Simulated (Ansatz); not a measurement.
A single Tb atom.

Basis set: def2-TZVPP. Charge 1. Computed with Ansatz (development build ahead of 0.2.0); the lowest solution found for each multiplicity.

**Question.** How do the multiplicities compare at this shape? Give, from the lowest of each method, PBE0 (unrestricted) for 5, 7; HF (unrestricted) for 5, 7.

**Answer.**

```json
{"method": "PBE0, unrestricted", "multiplicity": "5", "E (eV)": "1.124", "<S²>": "8.03"}
{"method": "PBE0, unrestricted", "multiplicity": "7", "E (eV)": "0.000", "<S²>": "12.56"}
{"method": "HF, unrestricted", "multiplicity": "5", "E (eV)": "0.654", "<S²>": "8.02"}
{"method": "HF, unrestricted", "multiplicity": "7", "E (eV)": "0.000", "<S²>": "13.01"}
```

Caution: the unrestricted determinant is a mixture of spin states. Caution for PBE0, unrestricted: the unrestricted determinant is spin contaminated.
